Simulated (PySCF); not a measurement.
**Two-component Hartree-Fock for Nd⁺ (neodymium, charge +1)**

Start: [Xe] 4f4 6s1; 4f5/2 filled at m_j = -1/2, +1/2, +3/2, +5/2; 6s1/2 filled at m_j = -1/2. Calculated with PySCF 2.14 in x2c-TZVPall-2c (11s11p10d4f1g, 131 functions): generalised Hartree-Fock with the X2C-1e Hamiltonian and a Gaussian nucleus; one run each with spin-orbit coupling (SO) switched off, then screened by Boettger's factors.

```csv
spinor shell,electrons,"ε, spin-free (eV)","ε, screened SO (eV)",weight of nominal j (screened SO),"rms radius, screened SO (bohr)"
1s1/2,2,-43788.5,-43781.8,1.000,0.0269
2s1/2,2,-7200.2,-7198.2,1.000,0.109
2p1/2,2,-6430.7,-6795.4,1.000,0.0938
2p3/2,4,-6430.7,-6271.4,1.000,0.0998
3s1/2,2,-1613.5,-1612.8,1.000,0.283
3p1/2,2,-1365.5,-1440.1,1.000,0.275
3p3/2,4,-1365.5,-1332.5,1.000,0.288
3d3/2,4,-1021.1,-1034.9,0.997,0.260
3d5/2,6,-1021.1,-1011.1,0.998,0.263
4s1/2,2,-345.69,-345.45,1.000,0.645
4p1/2,2,-261.77,-279.20,0.982,0.668
4d3/2,4,-139.27,-145.56,0.772,0.762
4d5/2,6,-139.27,-134.85,0.848,0.767
5s1/2,2,-55.972,-55.931,1.000,1.59
5p1/2,2,-33.303,-36.153,0.919,1.79
5p3/2,4,-33.303,-32.011,0.960,1.89
4f5/2,4,-17.666,-17.675,0.699,1.15
6s1/2,1,-10.071,-10.072,1.000,4.47
```

Problem. Where does 4p3/2 lie, and what is the 4p spin-orbit splitting (screened SO)?

Solution. At -253.87 eV, 25.325 eV above 4p1/2.

```tsv
quantity	spin-free	screened SO
E (hartree)	-9617.29961	-9622.11743
M_J	7/2	7/2
⟨J²⟩	20.758	20.195
⟨L²⟩	42.006	41.896
⟨S²⟩	8.752	8.732
```

The determinant has a definite M_J but mixes levels of different J.

Each row is a mean over spinors that exchange with the open shell spreads, by up to 10.036 eV (4d3/2).

Rows whose weight is well below 1 are mixtures of j = l ± 1/2: exchange outweighs spin-orbit coupling there, and the label is only the starting occupation.

Breit and QED terms are absent; they matter most for the inner s and p1/2 levels.

Densities and radii are taken from the X2C orbitals without a picture-change correction, which distorts them close to the nucleus.

Without spin-orbit coupling the j labels of p, d and f shells carry no meaning; the spin-free column gives the mean over the occupied spinors of each nl shell, and its ⟨J²⟩ belongs to a mixture of degenerate components.
